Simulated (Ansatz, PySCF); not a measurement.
Constitutional and geometric isomers with formula CH5BSi. Gas-phase values, no solvent. One relaxed conformer stands for each flexible species; it need not be the lowest. Strings in code marks are SMILES.

Quantity: electronic energy of isomers of CH5BSi relative to `[H]/B=C\[SiH3]`, in kJ/mol. The restricted reference of `B=[SiH]C`, `B[SiH]=C` and `CB=[SiH2]` is unstable towards unrestricted orbitals.

Level 1: frozen-core CCSD(T)/cc-pVQZ // B3LYP-D3(BJ)/def2-TZVP (Ansatz, a first-principles code)
Level 2: frozen-core CCSD(T)/cc-pVDZ // B3LYP-D3(BJ)/def2-TZVP (Ansatz)
Level 3: PBE/cc-pVTZ // B3LYP-D3(BJ)/def2-TZVP (Ansatz)
Level 4: B3LYP/LANL2DZ // B3LYP-D3(BJ)/def2-TZVP (PySCF)

| species | level 1 | level 2 | level 3 | level 4 |
|---|---|---|---|---|
| `B[SiH]=C` | 64.1 | 49.8 | 51.2 | 21.21 |
| `C=B[SiH3]` | 33.01 | 21.09 | 22.09 | 5.59 |
| `B1C[SiH2]1` | 40.22 | 34.59 | 14.67 | 41.22 |
| `CB=[SiH2]` | 85.0 | 63.5 | 59.3 | 38.62 |
| `B=[SiH]C` | 119.0 | 108.6 | 106.6 | 74.1 |
